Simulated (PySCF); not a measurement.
A geometry optimisation, step by step.

Compound: AlAsH6.
Numbering: `[H][As+:2]([H])([H])[AlH3-:1]` (hydrogens: H3, H4, H5 on Al1; H6, H7, H8 on As2)

Computed by this run: PBE0-D3(BJ)/def2-SVP geometry optimisation, gas phase in PySCF; density fitting, grid level 1; the optimiser is geomeTRIC in internal coordinates, started from a GFN2-xTB structure with every atom displaced at random (about 0.01 Å). 9 of its 15 geometries are shown. The frame can shift and turn from step to step; on so coarse a grid that alone can change the energy by a few meV, and forces under 0.02 eV/Å are noise.

Step 0: E = -67513.9761 eV, largest atomic force 1.538 eV/Å
```
atom  x, y, z in Å  |  force x, y, z in eV/Å
Al1    -1.355   -0.071    0.055   -1.409   0.480  -0.386
As2     1.128    0.399   -0.506    1.214   0.494  -0.343
H3     -1.690   -0.670   -1.367   -0.032  -0.153  -0.190
H4     -1.215   -1.010    1.276    0.234  -0.431   0.504
H5     -1.681    1.462    0.316   -0.022   0.102   0.058
H6      1.096    0.565    0.983    0.083   0.154   0.580
H7      2.652    0.384   -0.477   -0.135   0.203  -0.239
H8      1.119   -1.077   -0.332    0.066  -0.849   0.015
```

Step 2: E = -67514.3802 eV, largest atomic force 1.135 eV/Å
```
atom  x, y, z in Å  |  force x, y, z in eV/Å
Al1    -1.542   -0.034    0.015   -0.476   0.243  -0.277
As2     1.173    0.329   -0.409    0.565  -0.615   0.770
H3     -1.845   -0.658   -1.422   -0.009  -0.022   0.019
H4     -1.320   -1.008    1.256    0.183  -0.005  -0.003
H5     -1.849    1.508    0.289   -0.016  -0.024   0.019
H6      1.384    0.529    1.089   -0.090   0.046  -0.042
H7      2.667    0.489   -0.613   -0.070   0.342  -0.435
H8      1.387   -1.175   -0.257   -0.087   0.035  -0.050
```

Step 4: E = -67514.7019 eV, largest atomic force 0.730 eV/Å
```
atom  x, y, z in Å  |  force x, y, z in eV/Å
Al1    -1.755    0.052   -0.086    0.696  -0.187   0.116
As2     1.220    0.072   -0.077   -0.066  -0.240   0.289
H3     -2.021   -0.604   -1.522   -0.007   0.076   0.074
H4     -1.364   -0.930    1.136   -0.274   0.086  -0.059
H5     -2.048    1.595    0.201   -0.010  -0.059  -0.019
H6      1.868    0.378    1.267   -0.194   0.253  -0.112
H7      2.295    0.728   -0.920    0.049   0.014  -0.017
H8      1.861   -1.310   -0.051   -0.194   0.056  -0.272
```

Step 5: E = -67514.7419 eV, largest atomic force 0.610 eV/Å
```
atom  x, y, z in Å  |  force x, y, z in eV/Å
Al1    -1.688    0.029   -0.060    0.574   0.008  -0.068
As2     1.246    0.121   -0.139   -0.588  -0.107   0.121
H3     -1.968   -0.617   -1.494   -0.028   0.025   0.035
H4     -1.356   -0.951    1.170   -0.075   0.046  -0.030
H5     -1.996    1.567    0.225   -0.031  -0.025   0.003
H6      1.695    0.464    1.270    0.103  -0.066  -0.145
H7      2.435    0.701   -0.885   -0.067  -0.043   0.054
H8      1.686   -1.333   -0.138    0.114   0.162   0.029
```

Step 7: E = -67514.8338 eV, largest atomic force 0.269 eV/Å
```
atom  x, y, z in Å  |  force x, y, z in eV/Å
Al1    -1.626    0.022   -0.060    0.268   0.019  -0.003
As2     1.157    0.073   -0.084    0.015  -0.111   0.139
H3     -1.898   -0.603   -1.501    0.031  -0.006  -0.028
H4     -1.492   -0.963    1.194   -0.017  -0.024   0.024
H5     -1.929    1.564    0.211    0.035   0.022  -0.006
H6      1.798    0.447    1.232   -0.115   0.077   0.102
H7      2.232    0.730   -0.917   -0.099   0.147  -0.180
H8      1.812   -1.288   -0.127   -0.117  -0.124  -0.048
```

Step 9: E = -67514.8996 eV, largest atomic force 0.064 eV/Å
```
atom  x, y, z in Å  |  force x, y, z in eV/Å
Al1    -1.513    0.008   -0.050   -0.060   0.018   0.010
As2     1.106    0.029   -0.033    0.012  -0.006   0.022
H3     -1.750   -0.601   -1.509    0.019  -0.007  -0.008
H4     -1.557   -0.977    1.214   -0.010  -0.022   0.001
H5     -1.781    1.564    0.204    0.028   0.008  -0.011
H6      1.756    0.483    1.252    0.017  -0.025   0.007
H7      2.005    0.786   -0.979   -0.018   0.039  -0.047
H8      1.789   -1.311   -0.153    0.013  -0.004   0.026
```

Step 10: E = -67514.9024 eV, largest atomic force 0.058 eV/Å
```
atom  x, y, z in Å  |  force x, y, z in eV/Å
Al1    -1.515    0.007   -0.049   -0.029  -0.018   0.047
As2     1.106    0.022   -0.018    0.000   0.014  -0.011
H3     -1.736   -0.602   -1.512    0.021   0.001  -0.008
H4     -1.579   -0.982    1.212   -0.028  -0.005  -0.010
H5     -1.768    1.567    0.200    0.021   0.006  -0.012
H6      1.781    0.479    1.253    0.006   0.007   0.000
H7      1.961    0.799   -0.992   -0.004  -0.009   0.005
H8      1.806   -1.309   -0.146    0.012   0.004  -0.011
```

Step 12: E = -67514.9059 eV, largest atomic force 0.043 eV/Å
```
atom  x, y, z in Å  |  force x, y, z in eV/Å
Al1    -1.518   -0.007   -0.036   -0.017  -0.025   0.030
As2     1.100    0.012    0.002    0.037  -0.013   0.014
H3     -1.687   -0.606   -1.511    0.004   0.006  -0.007
H4     -1.667   -0.997    1.215   -0.015   0.009  -0.007
H5     -1.720    1.562    0.197   -0.003   0.005  -0.006
H6      1.818    0.487    1.243   -0.011   0.037   0.001
H7      1.880    0.821   -1.009    0.010  -0.013   0.013
H8      1.849   -1.290   -0.153   -0.005  -0.005  -0.038
```

Step 14: E = -67514.9068 eV, largest atomic force under 0.02 eV/Å
```
atom  x, y, z in Å  |  force x, y, z in eV/Å
Al1    -1.521   -0.018   -0.029    0.002   0.009  -0.005
As2     1.105    0.009    0.011   -0.003  -0.009   0.008
H3     -1.667   -0.608   -1.510    0.001  -0.002   0.000
H4     -1.710   -1.004    1.217    0.001  -0.001   0.003
H5     -1.711    1.556    0.195   -0.006  -0.001   0.001
H6      1.833    0.502    1.239   -0.002   0.003   0.002
H7      1.861    0.828   -1.009    0.002  -0.003  -0.003
H8      1.865   -1.284   -0.165    0.005   0.003  -0.005
```

**Question.** Summarise the path.

**Answer.** The energy falls by 89.79 kJ/mol from step 0 to step 14; nine tenths of that is first reached at step 7. It falls at every step. The largest force goes from 1.538 to under 0.02 eV/Å. Among the bonds Al1–H4 changes most, from 1.547 to 1.600 Å; the atoms move by 0.622 Å rms after alignment.

What follows is the cost of the whole optimisation. The run took 27 s wall on one thread of an Arm Neoverse V2 (shared host), and the process peaked at 0.34 GiB of memory.
